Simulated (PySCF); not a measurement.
# Run times: rhenium in even-tempered 19s14p8d4f4g

Measured wall times of calculations with PySCF 2.14 in an uncontracted even-tempered set (19 s from 4.1 bohr⁻², ratio 2.5; 14 p from 5.3 bohr⁻², ratio 2.5; 8 d from 9.5 bohr⁻², ratio 2.5; 4 f from 29 bohr⁻², ratio 2.7; 4 g from 44 bohr⁻², ratio 2.7), with the spin-free X2C one-electron Hamiltonian (Gaussian nucleus), run from one Python driver. Hardware: 2 threads of Neoverse-V2 on a shared host, 2.6 GiB allowed. The two-electron integrals over 165 functions were computed once and kept in memory (1.3 CPU seconds with the set-up); the times below exclude them. Kohn-Sham runs start from converged Hartree-Fock orbitals.

Launch command (the driver calls PySCF for each step listed in the task file):

```bash
OMP_NUM_THREADS=2 python atomrun2.py TASK.json OUT
```

| species | step | iterations | wall time (s) |
| --- | --- | --- | --- |
| Re³⁹⁺ [Kr] | UHF with spin-orbit constants | 1 | 9.7 |
| Re³⁹⁺ [Kr] | LDA | 5 | 1 |
| Re³⁹⁺ [Kr] | PBE | 4 | 1.1 |
| Re³⁹⁺ [Kr] | PBE0 | 4 | 2.8 |
| Re³⁹⁺ [Kr] | r2SCAN | 5 | 3.3 |
| Re³⁹⁺ [Kr] | B3LYP | 4 | 2.8 |
| Re³⁹⁺ [Kr] | MN15 | 6 | 6.2 |
| Re³⁹⁺ [Kr] | MP2 (26 electrons) |  | 3.9 |
| Re⁴⁰⁺ [Ar] 3d10 4s2 4p5 | UHF with spin-orbit constants | 4 | 10 |
| Re⁴⁰⁺ [Ar] 3d10 4s2 4p5 | LDA | 5 | 1.1 |
| Re⁴⁰⁺ [Ar] 3d10 4s2 4p5 | PBE | 4 | 1.1 |
| Re⁴⁰⁺ [Ar] 3d10 4s2 4p5 | PBE0 | 4 | 2.8 |
| Re⁴⁰⁺ [Ar] 3d10 4s2 4p5 | r2SCAN | 5 | 3.3 |
| Re⁴⁰⁺ [Ar] 3d10 4s2 4p5 | B3LYP | 4 | 2.8 |
| Re⁴⁰⁺ [Ar] 3d10 4s2 4p5 | MN15 | 6 | 6.2 |
| Re⁴⁰⁺ [Ar] 3d10 4s2 4p5 | MP2 (25 electrons) |  | 3.8 |

Peak memory of the process: 1.2 GiB. Times on a shared host vary from run to run.
